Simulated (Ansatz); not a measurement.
C2H6Se, singlet: a pair in one relaxed arrangement.

in.yaml

```yaml
crystal:
  periodic: [false, false, false]
  atoms:
    - {symbol: C, position_ang: [0.818919, 0.105226, -1.203362]}
    - {symbol: C, position_ang: [-0.494672, 0.104125, -1.368661]}
    - {symbol: H, position_ang: [1.375434, -0.813983, -1.055904]}
    - {symbol: H, position_ang: [1.393104, 1.025638, -1.207828]}
    - {symbol: H, position_ang: [-1.050992, 1.023809, -1.515512]}
    - {symbol: H, position_ang: [-1.068995, -0.815967, -1.363230]}
    - {symbol: Se, position_ang: [-0.237175, -0.734823, 2.145152]}
    - {symbol: H, position_ang: [-0.437329, -0.612578, 3.595830]}
    - {symbol: H, position_ang: [-0.298295, 0.718552, 1.973515]}
basis:
  gaussian: {orbitals: "def2-TZVPPD.json"}
hamiltonian: {xc: pbe, dispersion: d4}
```

The basis file named in the input lies beside it (Basis Set Exchange, JSON).

Run by:

```bash
ansatz run in.yaml --threads 4 --pin off --events-out ev --progress --plain --max-ram 9574MiB
```

The run's output (Ansatz 0.2.0):

```
Functional definition: PBE
  name "PBE"
  cite "Perdew, Burke & Ernzerhof, Phys. Rev. Lett. 77, 3865 (1996) doi:10.1103/PhysRevLett.77.3865"
  parent pbe
  parameter kappa = 0.804
  parameter beta = 0.06672455060314922
  exchange = pbe_x(kappa = kappa, mu = beta*pi^2/3)
  correlation = pbe_c(beta = beta)
1125 factors; their error is unknown
mean field evaluation 1: about -67499.1796 eV, gradient 6.1e1 eV
mean field evaluation 2: about -67477.5147 eV, gradient 1.0e2 eV
mean field evaluation 4: about -67508.3077 eV, gradient 6.3e0 eV
mean field evaluation 8: about -67508.4334 eV, gradient 2.5e-1 eV
mean field evaluation 16: about -67508.3985 eV, gradient 2.5e-4 eV
mean field -67508.39845958 eV, -2480.8878845535 hartree, gradient 7.2e-5 eV, S^2 0.000000; 0 other end points of the search recorded, 0 dependent functions left out
reference -67508.39852158 eV, -2480.8878868320 hartree; 26, 26 occupied and 207, 207 virtual orbitals, 1125 factors
Total energy: -67508.52213182 eV, -2480.8924294247 hartree
```

The lines “mean field evaluation” count trial sets of orbitals through the whole run, from several starts and some on an approximate energy, so they need not fall steadily or lie above the final value.

Hardware: 4 CPU threads of an Arm Neoverse V1, shared host. Wall time about 2 s.
